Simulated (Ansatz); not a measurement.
Relaxation of BCl2H3O (7 atoms, charge 0, multiplicity 1), to a largest force component of 0.03 eV/Å in at most 50 steps.

These are results of Ansatz 0.2.0, RKS B3LYP-D4/def2-SVP, not measurements.

```xyz
7
Properties=species:S:1:pos:R:3:forces:R:3
B 0.070 0.300 -0.097 0.02 -0.12 -0.05
H 0.022 0.340 1.097 0.00 0.24 0.06
Cl 1.592 0.540 -0.914 0.00 -0.01 0.00
Cl -1.439 0.225 -0.999 -0.01 -0.01 -0.01
O 0.149 -2.171 0.725 -0.11 0.65 0.48
H -0.741 -2.423 0.441 -0.02 0.00 0.00
H -0.018 -1.498 1.425 0.12 -0.74 -0.49
```

Q: Where does it end, and by what steps?

A: The run converged. The force dipped under the threshold on the way, but the program's further checks kept it going. After 34 steps the energy has fallen by 0.459 eV; H6 moved furthest, 1.40 Å. Joined: B1–O5 (2.61 → 1.67 Å).

```json
{"step": "0", "energy less start (eV)": "0.0000", "largest force component (eV/Å)": "0.743", "accepted": "yes"}
{"step": "2", "energy less start (eV)": "0.0408", "largest force component (eV/Å)": "3.039", "accepted": "no"}
{"step": "4", "energy less start (eV)": "-0.1081", "largest force component (eV/Å)": "1.373", "accepted": "yes"}
{"step": "6", "energy less start (eV)": "-0.2053", "largest force component (eV/Å)": "0.229", "accepted": "yes"}
{"step": "8", "energy less start (eV)": "-0.3365", "largest force component (eV/Å)": "0.683", "accepted": "yes"}
{"step": "10", "energy less start (eV)": "-0.3586", "largest force component (eV/Å)": "0.139", "accepted": "yes"}
{"step": "12", "energy less start (eV)": "-0.3603", "largest force component (eV/Å)": "0.047", "accepted": "yes"}
{"step": "14", "energy less start (eV)": "-0.3630", "largest force component (eV/Å)": "0.031", "accepted": "yes"}
{"step": "16", "energy less start (eV)": "-0.3644", "largest force component (eV/Å)": "0.029", "accepted": "yes"}
{"step": "18", "energy less start (eV)": "-0.3652", "largest force component (eV/Å)": "0.347", "accepted": "no"}
{"step": "20", "energy less start (eV)": "-0.3683", "largest force component (eV/Å)": "0.049", "accepted": "yes"}
{"step": "22", "energy less start (eV)": "-0.3716", "largest force component (eV/Å)": "0.288", "accepted": "yes"}
{"step": "24", "energy less start (eV)": "-0.3973", "largest force component (eV/Å)": "0.202", "accepted": "yes"}
{"step": "26", "energy less start (eV)": "-0.4104", "largest force component (eV/Å)": "0.133", "accepted": "yes"}
{"step": "28", "energy less start (eV)": "-0.4407", "largest force component (eV/Å)": "0.109", "accepted": "yes"}
{"step": "30", "energy less start (eV)": "-0.4376", "largest force component (eV/Å)": "0.443", "accepted": "no"}
{"step": "32", "energy less start (eV)": "-0.4585", "largest force component (eV/Å)": "0.035", "accepted": "yes"}
{"step": "34", "energy less start (eV)": "-0.4586", "largest force component (eV/Å)": "0.006", "accepted": "yes"}
```

```xyz
7
Properties=species:S:1:pos:R:3
B 0.025 0.004 0.196
H 0.352 0.751 1.075
Cl 1.262 -0.201 -1.147
Cl -1.713 0.191 -0.370
O 0.002 -1.521 0.878
H 0.609 -2.054 0.329
H -0.902 -1.857 0.719
```

Run time: 69 s on 1 thread of AMD EPYC 9B14 (Zen 4), with other jobs on the host, peak memory 0.17 GiB.
